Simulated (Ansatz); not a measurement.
Bi3S3⁺, relaxed as a singlet with RKS PBE-D4/def2-SVP in Ansatz, starting from the GFN1-xTB geometry. Force threshold 0.02 eV/Å.

In the def2 sets Bi takes a core potential; there is no spin–orbit coupling. The restricted singlet is unstable towards broken spin symmetry in Hartree–Fock (as tested in another run); at PBE-D4/def2-SVP this wasn't settled. Another isomer (singlet) lies 0.80 eV lower at PBE0-D4/def2-TZVP; other spin states weren't run for this one.

Start:

| atom | x (Å) | y (Å) | z (Å) |
| --- | --- | --- | --- |
| Bi1 | 2.4367 | -0.5677 | 0.4224 |
| Bi2 | -0.5170 | 1.3399 | -1.2371 |
| Bi3 | -0.5526 | -1.1508 | 1.1076 |
| S4 | 0.4733 | -1.0617 | -1.2551 |
| S5 | 0.5845 | 1.1639 | 1.1101 |
| S6 | -2.4249 | 0.2764 | -0.1479 |

```json
{"step": "1", "energy (eV)": "-50004.4257", "largest force component (eV/Å)": "1.623", "SCF passes": "22"}
{"step": "2", "energy (eV)": "-50004.7238", "largest force component (eV/Å)": "0.919", "SCF passes": "29"}
{"step": "3 (rejected)", "energy (eV)": "-50004.7173", "largest force component (eV/Å)": "1.093", "SCF passes": "28"}
{"step": "4", "energy (eV)": "-50004.8970", "largest force component (eV/Å)": "0.134", "SCF passes": "23"}
{"step": "5", "energy (eV)": "-50004.9055", "largest force component (eV/Å)": "0.121", "SCF passes": "23"}
{"step": "6", "energy (eV)": "-50004.9083", "largest force component (eV/Å)": "0.026", "SCF passes": "23"}
{"step": "7", "energy (eV)": "-50004.9086", "largest force component (eV/Å)": "0.010", "SCF passes": "24"}
```

Force components are those of the run's own axes.

End:

```xyz
6

Bi    2.4883   -0.6279    0.4761
Bi   -0.6885    1.3965   -1.2822
Bi   -0.4554   -1.2028    1.1525
S     0.5689   -1.1407   -1.2993
S     0.6844    1.1986    1.1866
S    -2.5977    0.3763   -0.2337
```

By distances, no bond broke or formed. The bond that changes most is Bi3–S6, from 2.67 to 3.00 Å (atoms count from 1).

No frequencies were taken in this run, so the end may be a saddle point.

Hardware: 4 threads of Arm Neoverse N1 on a shared host. Wall time 19 s.
